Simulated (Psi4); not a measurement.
Input for Psi4:
```
memory 2 GB

molecule {
-1 1
  C    -0.12204909   -0.00422136    0.64509125
  F    -0.02347795    1.13289904   -0.27210005
  F     0.00314120   -1.13074558   -0.28187669
  H     0.91532526    0.00594698    1.11524321
}

set basis def2-svp

energy('pbe')
print_variables()
```

Problem. Estimate the number of basis functions that PBE/def2-SVP (Psi4) returns for this input.

Solution. 47

Problem. Predict the total energy from PBE/def2-SVP.

Solution. -237.8825 Eh

Problem. What is the computed nuclear repulsion energy (PBE/def2-SVP)?

Solution. 65.4709 Eh

A gas-phase anion may not be bound at this level; its values then depend on the basis.
